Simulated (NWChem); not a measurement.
Species: CH4F2Si; SMILES C[SiH](F)F

```xyz
8

Si    -0.0002    -0.0644     0.3359
C     -0.0006     1.6903    -0.2370
F     -1.2958    -0.8298    -0.2564
F      1.2953    -0.8297    -0.2570
H      0.0002    -0.2473     1.8062
H     -0.8919     2.2208     0.1318
H      0.8925     2.2203     0.1284
H     -0.0026     1.7369    -1.3368
```
Atoms are numbered in this order, from 1.

Program: NWChem. Geometry optimised at PBE0/def2-SVP; all other runs use it. 

```tsv
quantity	level	value
vertical, lowest excitation, singlet (eV)	PBE/def2-SVPD, TDA	?
−ε(HOMO) (eV)	PBE/def2-SVP	?
anisotropy (bohr³), static	PBE/def2-SVPD	6.3
cavity-dispersion-structure term (kcal/mol) in n-hexane	PBE0/def2-SVP, SMD	?
dipole (D)	PBE0/def2-SVP	2.27
highest harmonic frequency (cm⁻¹)	PBE0/def2-SVP	3175
```

**Question.** Fill in the missing entries.

**Answer.** 
- vertical, lowest excitation, singlet (eV), value: 8.07
- −ε(HOMO) (eV), value: 7.81
- cavity-dispersion-structure term (kcal/mol) in n-hexane, value: -0.1
